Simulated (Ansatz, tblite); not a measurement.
Spin states of Zn2Se2, each relaxed with B3LYP-D4/def2-SVP in Ansatz. Electronic energies in the gas phase.

The xTB rows come from tblite. HSE06 is defined as in plane-wave codes, on full-range PBE exchange. Correlated methods freeze 36 core orbitals; core or outer-core shells of Se are correlated, in sets that lack core-valence functions. HOMO above LUMO, or a gap near zero within one spin, warns that the state may not be the lowest or that an electron is smeared out. The structure comes from a short search, and lower isomers may exist.

Singlet geometry (D2h within 0.1 Å):

```xyz
4

Zn    0.725   -1.006    0.082
Zn   -0.726    1.004   -0.083
Se    0.911    0.515   -1.735
Se   -0.909   -0.513    1.737
```

Triplet geometry (C2v within 0.1 Å):

```csv
atom,x (Å),y (Å),z (Å)
Zn1,-1.225,-0.881,-0.194
Zn2,1.305,0.756,-0.177
Se3,0.882,-1.369,0.871
Se4,-0.962,1.495,-0.500
```

Quintet geometry (C2v within 0.1 Å):

| atom | x (Å) | y (Å) | z (Å) |
| --- | --- | --- | --- |
| Zn1 | 1.519 | -0.658 | 0.149 |
| Zn2 | -1.058 | 1.265 | -0.202 |
| Se3 | -0.317 | -0.069 | 1.949 |
| Se4 | -0.143 | -0.538 | -1.896 |

⟨S²⟩: triplet 2.02 at PBE0-D4/def2-TZVP (pure 2.00), quintet 6.01 at PBE0-D4/def2-TZVP (pure 6.00).

Run but left out: HF/STO-3G (triplet: ⟨S²⟩ 3.27, where a pure state has 2.00); HF/STO-3G (quintet: ⟨S²⟩ 7.82, where a pure state has 6.00).

Only these spin states were relaxed. The triplet has other bonds than the singlet, so the gap mixes isomer and spin. The quintet has other bonds than the singlet, so the gap mixes isomer and spin.

```
              level  triplet − singlet (kJ/mol)  quintet − singlet (kJ/mol)  lowest of these
           GFN2-xTB                       187.3                       323.3          singlet
r2SCAN-D4/def2-TZVP                       144.7                       350.9          singlet
 HSE06-D4/def2-TZVP                       158.6                       353.7          singlet
 PBE-QIDH/def2-TZVP                       184.8                       374.1          singlet
```

**Question.** Estimate the rows for GFN1-xTB, PBE-D4/def2-TZVP, PBE0-D4/def2-TZVP.

**Answer.** 
| level | triplet − singlet (kJ/mol) | quintet − singlet (kJ/mol) | lowest of these | remarks |
| --- | --- | --- | --- | --- |
| GFN1-xTB | 244.6 | 443.9 | singlet | – |
| PBE-D4/def2-TZVP | 138.7 | 357.0 | singlet | gap within one spin near zero (quintet) |
| PBE0-D4/def2-TZVP | 160.5 | 353.4 | singlet | – |

The xTB methods have no spin-polarisation term.
